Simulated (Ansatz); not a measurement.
Reaction (cleavage of the Si–Si bond): `C[SiH2][SiH](C)Cl` + `OC=S` → `C[SiH](Cl)OC=S` + `C[SiH3]`

Program: Ansatz. Geometries: PBE0-D4/def2-TZVP. ΔE: electronic, gas phase. CBS: MP2 limit from def2 TZ/QZ plus the TZ coupled-cluster correction, frozen cores. This one scheme is used for every species. DFT in def2-TZVPP. One conformer a species, not always the lowest.

CCSD(T)/CBS gives -23.9 kcal/mol.

Problem. Another level gave -23.3 kcal/mol. Which?
A. ωB97M-V/def2-TZVPP
B. HF/def2-TZVPP
C. PBE0-D4/def2-TZVPP
D. ωB97X-V/def2-TZVPP

Solution. D. ωB97X-V -23.3, PBE0-D4 -19.6, HF/def2-TZVPP -29.3, ωB97M-V -24.6 kcal/mol.

Largest T1 diagnostic among the species: 0.018.

In def2-TZVPP, CCSD(T) changes the Hartree–Fock value by +4.9 kcal/mol (the triples alone add +0.6 kcal/mol) and MP2 by +3.5 kcal/mol. From PBE to PBE0 (25 % exact exchange), in def2-TZVPP and without D4, ΔE moves by −1.8 kcal/mol.
